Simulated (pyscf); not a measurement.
H₃C–Be–SH (SMILES [CH3][Be][SH]), singlet

Gas-phase minimum from PySCF at ωB97X-D3(BJ)/def2-SVP, one conformer. 

SMILES: [CH3][Be][SH]
```xyz
7

C      0.7434    -0.5629     0.0036
Be    -0.2182     0.8096     0.0770
S     -1.3195     2.3746     0.1444
H      0.6925    -1.0419    -0.9914
H      0.4387    -1.3273     0.7408
H      1.8082    -0.3352     0.1913
H     -0.9099     2.6962     1.3902
```
Charge 0, spin multiplicity 1.

Bonds (Å): C1–Be2 1.677, C1–H4 1.105, C1–H5 1.105, C1–H6 1.105, Be2–S3 1.915, S3–H7 1.350. Bond angles (°): Be2–C1–H4 111.6, Be2–C1–H5 112.3, Be2–C1–H6 112.1, H4–C1–H5 106.7, H4–C1–H6 106.6, H5–C1–H6 107.2, C1–Be2–S3 179.5, Be2–S3–H7 93.0.

Properties at ωB97X-D3(BJ)/def2-SVP:

```
Property                                                                                                                                                                                               Value
---------------------------------------------------------------------------------------------------------------------  -------------------------------------------------------------------------------------
Harmonic wavenumbers, unscaled                                                                                         27, 206, 214, 451, 577, 687, 718, 1093, 1258, 1431, 1432, 2741, 3044, 3134, 3139 cm⁻¹
Zero-point energy                                                                                                                                                                              28.8 kcal/mol
Rotational symmetry number                                                                                                                                                                                 1
Entropy of this conformer at 298 K and 1 atm, rigid rotor and harmonic oscillator, modes under 100 cm⁻¹ raised to 100                                                                        295.9 J/(mol K)
Dipole moment                                                                                                                                                                                         1.32 D
```

Single-point totals, which compare only within one level (frozen core for MP2 and CC):

| level | total energy (hartree) |
|---|---|
| ωB97X-D3(BJ)/def2-TZVP | -453.58051 |
| PBE/def2-TZVP | -453.25553 |
| r²SCAN/def2-TZVP | -453.45771 |
| B3LYP-D3(BJ)/def2-TZVP | -453.56228 |
| PBE0-D3(BJ)/def2-TZVP | -453.30794 |
| M06-2X/def2-TZVP | -453.48040 |
| ωB97M-D3(BJ)/def2-TZVP | -453.59215 |
| HF/def2-TZVPP | -452.44333 |
| MP2/def2-TZVPP | -452.87184 |
| CCSD/def2-TZVPP | -452.91302 |
| CCSD(T)/def2-TZVPP | -452.93053 |

The lowest mode is so soft that the shape along it may change with the basis. Soft torsions are taken as harmonic, which can shift the entropy by several J/(mol K). The CCSD(T) − MP2 part came from Ansatz, without density fitting, on the same reference.
